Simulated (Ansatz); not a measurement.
`N[SiH2][O][GeH3]` → `[OH][GeH3]` + `N[SiH]`  (silylene formation by 1,1-elimination)

Program: Ansatz. Geometries: PBE0-D4/def2-TZVP. ΔE: electronic, gas phase. CCSD(T)/CBS is the MP2 limit (def2-TZVPP, def2-QZVPP) plus CCSD(T) − MP2 in def2-TZVPP, frozen cores. This one scheme is used for every species. Functionals use def2-TZVPP. B3LYP here is the variant with VWN-RPA as its local correlation; programs differ in this. For Ge outer-core shells are correlated without core-valence functions, which leaves a few kJ/mol of doubt a bond. Scalar relativity is left out up to krypton. One conformer a species, not always the lowest.

```tsv
level	ΔE (kJ/mol)	difference from CCSD(T)/CBS
PBE0-D4	277.0	-2.5
ωB97X-V	285.8	6.3
ωB97M-V	271.3	-8.2
PBE	249.6	-29.9
r2SCAN	286.0	6.5
B3LYP	257.6	-21.9
HF/def2-TZVPP	286.7	7.2
CCSD/def2-TZVPP	275.1	-4.4
HF/def2-QZVPP	288.8	9.3
CCSD/CBS(def2)	280.4	0.9
CCSD(T)/CBS	279.5	0
```

Largest T1 diagnostic among the species: 0.015.

The D4 term adds +13.5 kJ/mol with B3LYP and +7.5 kJ/mol with PBE0; it sums over pairs of atoms, weighted by their polarisabilities, and B3LYP, whose exchange is more repulsive, gets the larger term. From PBE to PBE0 (25 % exact exchange), in def2-TZVPP and without D4, ΔE moves by +19.9 kJ/mol.
